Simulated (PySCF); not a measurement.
BeCl₂ (singlet). Level of theory: PBE0 in PySCF with Be def2-TZVP, Cl def2-TZVP; no relativity; density-fitted integrals.

Harmonic bands of its minimum:

| ω (cm⁻¹) | IR (km/mol, summed over degenerate members) | degeneracy |
| --- | --- | --- |
| 240 | 87.3 | 2 |
| 399 | 0.0 | 1 |
| 1139 | 452 | 1 |

The central atom is Be. Infer the point group and assign the bands.

D∞h. The modes span πu + σg+ + σu+: 240 πu, 399 σg+, 1139 σu+. The computed geometry has Be–Cl 1.801 Å (×2); Cl–Be–Cl 180.0°.
